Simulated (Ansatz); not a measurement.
Total energies of CH$_{6}$GeOSi, SMILES `[CH2]1[SiH2][O][GeH2]1`.

```xyz
10

C     0.955   -0.378   -0.205
Si   -0.801   -0.560   -0.886
O    -1.462    0.495    0.214
Ge    0.105    0.863    1.068
H     1.391   -1.264    0.256
H     1.686    0.088   -0.865
H    -0.964   -0.096   -2.290
H    -1.364   -1.932   -0.769
H     0.017    0.428    2.540
H     0.436    2.358    0.939
```

Charge 0, multiplicity 1. Correlated methods include outer-core shells of Ge, which these sets cover unevenly. Scalar relativity is left out up to krypton. The geometry is a stationary point of PBE0-D4/def2-TZVP. Basis def2-TZVPP, Ansatz 0.2.0.

RPA on PBE orbitals: Hartree–Fock energy of these orbitals -2480.56784 Eh, correlation -1.28628 Eh (frozen core).

```csv
functional,energy without D4 (Eh),D4 term (kJ/mol)
CAM-B3LYP,-2483.62118,-19.1
LC-ωPBE,-2483.11250,–
```

Question: Give the same for LDA (SPW92), PBE, revPBE, BLYP, r2SCAN, B97M-V, PBE0, B3LYP, r2SCANh, r2SCAN0, HSE06 (plane-wave form), BHLYP, ωB97X-V, ωB97M-V, B2PLYP, PBE-QIDH. (Estimate.)

Answer: Computed: 
| functional | energy without D4 (Eh) | D4 term (kJ/mol) |
| --- | --- | --- |
| LDA (SPW92) | -2478.28597 | – |
| PBE | -2482.93208 | -22.2 |
| revPBE | -2483.27758 | -64.0 |
| BLYP | -2483.54913 | -48.7 |
| r2SCAN | -2483.44647 | -5.1 |
| B97M-V | -2483.06312 | – |
| PBE0 | -2483.02616 | -18.7 |
| B3LYP | -2483.61237 | -36.2 |
| r2SCANh | -2483.43116 | -5.5 |
| r2SCAN0 | -2483.40966 | -6.1 |
| HSE06 (plane-wave form) | -2483.01401 | -17.5 |
| BHLYP | -2483.46004 | -29.4 |
| ωB97X-V | -2483.27292 | – |
| ωB97M-V | -2483.35594 | – |
| B2PLYP | -2482.96670 | – |
| PBE-QIDH | -2482.60398 | – |

B3LYP takes the VWN-RPA correlation (the form of Gaussian; ORCA's B3LYP/G). HSE06 is the plane-wave form, built on full-range PBE exchange. The double hybrids freeze the cores in their second-order part.

LC-ωPBE has ω = 0.4 bohr⁻¹.
